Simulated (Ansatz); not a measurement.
Sr₅S₆⁻, relaxed as a doublet with UKS PBE-D4/def2-SVP in Ansatz, starting from packed atoms. Force threshold 0.03 eV/Å.

In the def2 sets Sr takes a core potential; there is no spin–orbit coupling. Another isomer (doublet) lies 3.80 eV lower at PBE0-D4/def2-SVP; other spin states weren't run for this one.

Start:

```xyz
11

Sr   -0.473   -5.228   -2.387
Sr   -0.878    1.906    4.510
Sr    0.911   -0.140   -3.679
Sr    1.000    4.532   -0.251
Sr   -1.801   -3.950    3.354
S    -1.380   -5.261    0.673
S     0.661   -3.224   -4.068
S     1.430    2.815   -2.715
S    -1.442   -1.134    4.824
S     1.838    5.547   -3.008
S     0.134    4.136    2.749
```

```
         step  energy (eV)  largest force component (eV/Å)  SCF passes
            1  -69154.0140                           1.426          68
            2  -69155.3649                           0.956          36
            3  -69156.4970                           0.732          32
            4  -69157.3231                           0.529          33
            5  -69157.8036                           0.650          32
            6  -69158.0004                           0.486          30
            7  -69158.1263                           0.234          26
            8  -69158.2780                           0.245          24
            9  -69158.3976                           0.192          23
           10  -69158.4602                           0.114          25
           11  -69158.4979                           0.134          20
           13  -69158.5915                           0.209          25
           15  -69158.6799                           0.112          20
           17  -69158.7137                           0.137          25
           19  -69158.7324                           0.111          20
           21  -69158.8297                           0.293          20
           23  -69159.0792                           0.386          20
           25  -69159.4360                           0.430          26
           27  -69159.7745                           0.653          25
           29  -69160.1013                           0.431          22
31 (rejected)  -69160.0972                           0.594          30
           33  -69160.2081                           0.050          23
           35  -69160.2104                           0.046          23
           36  -69160.2111                           0.027          22
```

Force components are those of the run's own axes.

End:

```xyz
11

Sr   -0.503   -4.807   -2.112
Sr   -0.649    1.606    2.684
Sr    0.411    0.579   -1.486
Sr    1.046    4.225   -0.009
Sr   -0.954   -2.850    1.129
S    -1.172   -5.576    0.296
S    -0.233   -2.137   -1.644
S     2.453    2.558   -1.916
S    -1.095   -1.038    3.177
S     0.486    3.205   -2.672
S     0.213    4.236    2.553
```

Bonds formed: Sr2–Sr3, Sr3–S10, Sr5–S7, S8–S10 (atoms count from 1). Metal–metal contacts that move far: Sr1–Sr5 6.03 to 3.81 Å, Sr3–Sr4 5.80 to 3.99 Å, Sr2–Sr4 5.75 to 4.12 Å.

The force fell under the threshold at step 34, but the optimiser went on. No frequencies were taken in this run, so the end may be a saddle point.

It took 15 min on 4 threads of AMD EPYC on a shared host, peak host memory 0.57 GiB.
